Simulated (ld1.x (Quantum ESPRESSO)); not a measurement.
**u(r) = r·R(r): atom against pseudo-atom (Tc)**

Columns: radius, all-electron u(r) and pseudo u(r) of the 5s shell (level -27.62 eV) of technetium in the configuration [Kr] 4d4 5s0 5p0; Wu–Cohen, scalar-relativistic, TM semilocal scheme, ld1.x (Quantum ESPRESSO) 7.5.

```json
{"r (bohr)": "0.118", "all-electron": "-0.1479", "pseudo": "0.0408"}
{"r (bohr)": "0.235", "all-electron": "0.1724", "pseudo": "0.0796"}
{"r (bohr)": "0.353", "all-electron": "0.2225", "pseudo": "0.1154"}
{"r (bohr)": "0.470", "all-electron": "0.0212", "pseudo": "0.1463"}
{"r (bohr)": "0.588", "all-electron": "-0.2078", "pseudo": "0.1723"}
{"r (bohr)": "0.705", "all-electron": "-0.3508", "pseudo": "0.1932"}
{"r (bohr)": "0.822", "all-electron": "-0.3894", "pseudo": "0.2107"}
{"r (bohr)": "0.940", "all-electron": "-0.3408", "pseudo": "0.2272"}
{"r (bohr)": "1.058", "all-electron": "-0.2332", "pseudo": "0.2456"}
{"r (bohr)": "1.175", "all-electron": "-0.0953", "pseudo": "0.2693"}
{"r (bohr)": "1.292", "all-electron": "0.0529", "pseudo": "0.3017"}
{"r (bohr)": "1.410", "all-electron": "0.1984", "pseudo": "0.3460"}
{"r (bohr)": "1.528", "all-electron": "0.3308", "pseudo": "0.4035"}
{"r (bohr)": "1.645", "all-electron": "0.4443", "pseudo": "0.4715"}
{"r (bohr)": "1.763", "all-electron": "0.5386", "pseudo": "0.5449"}
{"r (bohr)": "1.880", "all-electron": "0.6117", "pseudo": "0.6123"}
{"r (bohr)": "1.998", "all-electron": "0.6659", "pseudo": "0.6659"}
{"r (bohr)": "2.115", "all-electron": "0.7020", "pseudo": "0.7020"}
{"r (bohr)": "2.232", "all-electron": "0.7224", "pseudo": "0.7224"}
{"r (bohr)": "2.350", "all-electron": "0.7296", "pseudo": "0.7296"}
{"r (bohr)": "2.468", "all-electron": "0.7258", "pseudo": "0.7258"}
{"r (bohr)": "2.585", "all-electron": "0.7131", "pseudo": "0.7131"}
{"r (bohr)": "2.702", "all-electron": "0.6935", "pseudo": "0.6935"}
{"r (bohr)": "2.820", "all-electron": "0.6684", "pseudo": "0.6684"}
{"r (bohr)": "2.938", "all-electron": "0.6392", "pseudo": "0.6392"}
{"r (bohr)": "3.055", "all-electron": "0.6073", "pseudo": "0.6073"}
```

Q: How many radial nodes do the two functions have?

A: The all-electron 5s function has n − l − 1 = 4 (the table is too coarse to show those close to the nucleus); the pseudo-wave has 0, since the states of the same l below it are removed with the core.

Q: At about which radius was the pseudo-wave matched?

A: 2.05 bohr, where the columns begin to agree (steps of 0.12 bohr).

Q: Where does each function peak?

A: Outermost all-electron maximum near 2.35 bohr, pseudo maximum near 2.35 bohr (to the table’s step).

Q: Is the pseudo-wave norm-conserving?

A: Yes: the TM semilocal scheme keeps the norm inside the radius equal to the all-electron one, which fixes the energy derivative of the logarithmic derivative at the level.
